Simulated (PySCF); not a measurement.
**Excitation energy of Cl⁺ by level of theory**

Cl⁺ [Ne] 3s2 3p4 (3P) → Cl⁺ [Ne] 3s2 3p3 3d1 (5D), as a difference of total energies. Calculation: PySCF 2.14, in aug-cc-pwCVDZ (6s5p3d, 36 functions); no relativity, point nucleus. Correlated levels: valence: [Ne] frozen. The calculations carry no spin-orbit coupling.

```
           method  excitation energy (cm⁻¹)
              UHF                    110420
    MP2 (valence)                    116130
SCS-MP2 (valence)                    116340
   CCSD (valence)                    116210
CCSD(T) (valence)                    116380
  CCSDT (valence)                    116410
```

Errors of the correlated levels include the incompleteness of this basis and the frozen core.

The promoted electron is Rydberg-like, and one or two diffuse shells describe it only roughly, which tends to raise the upper state.

Problem. Which method comes closest to the reference value, and which is furthest?

Solution. The reference is 109960 cm⁻¹ (measured; NIST levels, between the centres of gravity of the two terms). Closest: UHF (error 466.61 cm⁻¹); furthest: CCSDT (valence) (error 6451.5 cm⁻¹).
